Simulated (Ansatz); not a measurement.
A nudged elastic band was laid between two geometries of AlF2H + H3P (8 atoms, charge 0, multiplicity 1).

Computed with Ansatz, RKS PBE/def2-SVP.

```yaml
movable_images: 7
climbing_image: yes
spring: 5.0 eV/Å²
optimiser: quadratic models (default)
start_path: through a guess of the saddle point
force_threshold: 0.03 eV/Å
iteration_limit: 60
end_points: relaxed
```

Initial state:

```xyz
8
Properties=species:S:1:pos:R:3
Al 0.052 -0.070 0.085
H -0.133 0.664 1.470
F 1.563 -0.134 -0.652
F -1.277 -0.386 -0.897
P 0.227 -2.985 1.047
H -0.809 -2.422 0.213
H 1.278 -2.238 0.398
H 0.048 -2.008 2.092
```

Final state:

```xyz
8
Properties=species:S:1:pos:R:3
Al 0.022 -0.761 0.021
H 0.258 0.460 1.896
F 1.359 0.234 -0.202
F -1.470 -0.176 -0.470
P 0.237 -2.956 0.745
H -0.535 -3.420 -0.382
H 1.492 -3.094 0.049
H -0.415 0.135 2.099
```

Problem. Which bonds break or form, and what moves?

Solution. Bonds broken: Al1–H2, P5–H8. Bonds formed: H2–H8. AlF2H + H3P becomes AlF2H2P + H2.

Problem. Give the energies along the band, and the barrier.

Solution. The run converged. The highest image is number 4 of 0 to 8, 1.03 eV above the first end and 1.21 eV above the last; the last end lies 0.18 eV below the first. A vibrational analysis at the climbing image gives one clearly imaginary mode, 1075i cm⁻¹: a first-order saddle point. The orbitals stay closed-shell, which can raise the energy where a bond breaks towards radicals; this wasn't checked here.

| image | path coordinate (Å) | energy (eV) | Al1–H2 (Å) | P5–H8 (Å) | H2–H8 (Å) |
| --- | --- | --- | --- | --- | --- |
| 0 | 0.00 | 0.00 | 1.58 | 1.44 | 2.75 |
| 1 | 0.43 | 0.01 | 1.58 | 1.45 | 2.52 |
| 2 | 0.86 | 0.07 | 1.58 | 1.46 | 2.07 |
| 3 | 1.29 | 0.49 | 1.61 | 1.55 | 1.57 |
| 4 | 1.72 | 1.03 | 1.73 | 1.84 | 1.12 |
| 5 | 2.25 | 0.39 | 2.01 | 2.25 | 0.82 |
| 6 | 2.78 | -0.05 | 2.23 | 2.63 | 0.78 |
| 7 | 3.31 | -0.16 | 2.30 | 3.05 | 0.77 |
| 8 | 3.84 | -0.18 | 2.25 | 3.44 | 0.77 |

Problem. What is the geometry of the highest image?

Solution. 
```xyz
8
Properties=species:S:1:pos:R:3
Al 0.076 -0.437 0.084
H -0.137 0.160 1.694
F 1.556 0.040 -0.536
F -1.331 -0.260 -0.806
P 0.207 -2.695 1.181
H -0.754 -2.826 0.112
H 1.354 -2.608 0.308
H -0.024 -0.952 1.719
```

Problem. What are the harmonic wavenumbers there?

Solution. 1075i, 122, 134, 190, 254, 364, 372, 513, 515, 742, 927, 980, 1049, 1167, 1592, 1724, 2303, 2330 cm⁻¹.

Run time: 2.9 min on 2 threads of Arm Neoverse V1, on a shared host, peak memory 0.12 GiB.
